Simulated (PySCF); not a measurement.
C6H9O2: g tensor and hyperfine couplings

C6H9O2 (doublet state).
Structure used (GFN2-xTB), in Å, numbered top down from 1:
```xyz
17
C6H9O2 angstrom
C      2.9537   -0.2196    0.6275
O      1.6858    0.4214    0.6843
C      0.7931    0.0666   -0.2485
O      1.0134   -0.7186   -1.1328
C     -0.5426    0.7358    0.0170
C     -1.3700   -0.1840    0.8437
C     -2.3264   -0.4689   -0.2519
C     -1.5723    0.5621   -1.1147
H      3.6330    0.3881    1.2201
H      2.8842   -1.2263    1.0448
H      3.2967   -0.2872   -0.4066
H     -0.3620    1.7411    0.4067
H     -1.1452   -0.6999    1.7562
H     -3.3717   -0.2293   -0.0381
H     -2.2971   -1.4929   -0.6379
H     -2.1372    1.4636   -1.3346
H     -1.1423    0.1598   -2.0283
```

The hyperfine couplings belong to this conformer and change with its torsions.

The species is `COC(=O)[C@@H]1[CH]CC1` [radical].

Level of theory: UKS B3LYP, pcH-1 on C H O, non-relativistic, mean-field spin-orbit, GIAO (PySCF). Geometry: GFN2-xTB, one conformer, isolated molecule. The geometry wasn't refined by DFT: couplings that depend on bond lengths, twists or pyramidal angles can differ widely from those at the functional's own minimum. The SCF solution wasn't tested for stability.

* g1, g2, g3: 2.00226, 2.00300, 2.00315
* g_iso: 2.00280
* Form of g: rhombic: the two nearest values differ by 17 % of g3 − g1
* ⟨S²⟩: 0.7544 (exact 0.7500)
* HOMO–LUMO gap, α and β orbitals: 5.74, 5.96 eV
* Total energy: -384.44944 Eh

Isotropic coupling and dipolar principal values T1 to T3, in 10⁻⁴ cm⁻¹; ρ(0) is the spin density at the nucleus (1 × 10⁻⁴ cm⁻¹ = 2.998 MHz):

```tsv
atom	isotope	a_iso	T1	T2	T3	Mulliken spin population	ρ(0) (bohr⁻³)
C1	13C	0.2	-0.1	-0.1	0.2	0.00	0.0006
O2	17O	-0.9	-0.6	0.1	0.5	0.00	0.0044
C3	13C	24.0	-1.7	-1.4	3.1	0.03	0.0640
O4	17O	-0.6	-3.4	1.4	2.1	0.02	0.0032
C5	13C	-10.5	-0.9	0.1	0.8	-0.08	-0.0279
C6	13C	38.3	-26.6	-26.1	52.7	0.99	0.1021
C7	13C	-11.0	-1.0	0.1	0.9	-0.09	-0.0293
C8	13C	1.4	-0.5	-0.4	0.9	0.01	0.0038
H9	1H	0.0	-0.2	-0.2	0.4	0.00	0.0000
H10	1H	0.1	-0.3	-0.3	0.6	0.00	0.0001
H11	1H	0.0	-0.3	-0.2	0.5	0.00	0.0000
H12	1H	35.9	-1.5	-1.4	2.9	0.05	0.0241
H13	1H	-18.9	-12.5	-0.2	12.7	-0.04	-0.0127
H14	1H	37.9	-1.6	-1.4	3.0	0.05	0.0254
H15	1H	39.4	-1.5	-1.0	2.5	0.05	0.0264
H16	1H	-1.0	-0.9	-0.8	1.7	0.00	-0.0007
H17	1H	-1.5	-0.8	-0.7	1.5	0.00	-0.0010
```

Largest spin populations (Mulliken): C6 (+0.99), C7 (-0.09) and C5 (-0.08). No atom but C6 exceeds +0.15. The angles at C6 add up to 356.9°, so it is nearly planar; its axial dipolar tensor and the negative coupling of its proton fit spin in a p orbital normal to that plane.

Under fast tumbling the dipolar parts average out, and these isotropic splittings remain: 1 × 1H (H15, I = 1/2, 2 lines) with 4.21 mT, 1 × 1H (H14, I = 1/2, 2 lines) with 4.05 mT, 1 × 1H (H12, I = 1/2, 2 lines) with 3.84 mT, 1 × 1H (H13, I = 1/2, 2 lines) with 2.02 mT, 1 × 1H (H17, I = 1/2, 2 lines) with 0.16 mT and 1 × 1H (H16, I = 1/2, 2 lines) with 0.11 mT.

The 13C coupling of C6 (114.8 MHz) shows only in satellite lines or after enrichment, since that isotope makes up about 1.07 % of natural carbon.

Time: 71 s of wall time (with the writing of density and orbital grids); peak memory 1.0 GiB. Hardware: one thread of an Arm Neoverse V2, no GPU, shared host.
